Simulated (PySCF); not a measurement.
Cartesian coordinates (Å):
```xyz
4

O      1.2320    -0.2961    -0.1478
C      0.0560    -0.0963    -0.0231
O     -1.0628    -0.6193    -0.0455
H     -0.2253     1.0117     0.2164
```
Charge 0, spin multiplicity 2.

**Question.** Give the dipole moment, highest occupied spin orbital and total energy at the level TPSSh-D3(BJ)/def2-TZVP // PBE0-D3(BJ)/def2-TZVP run with PySCF.

**Answer.** 
```json
{
  "dipole_moment": "1.53 D",
  "highest_occupied_spin_orbital": "-8.39 eV",
  "total_energy": "-189.1684 Ha"
}
```
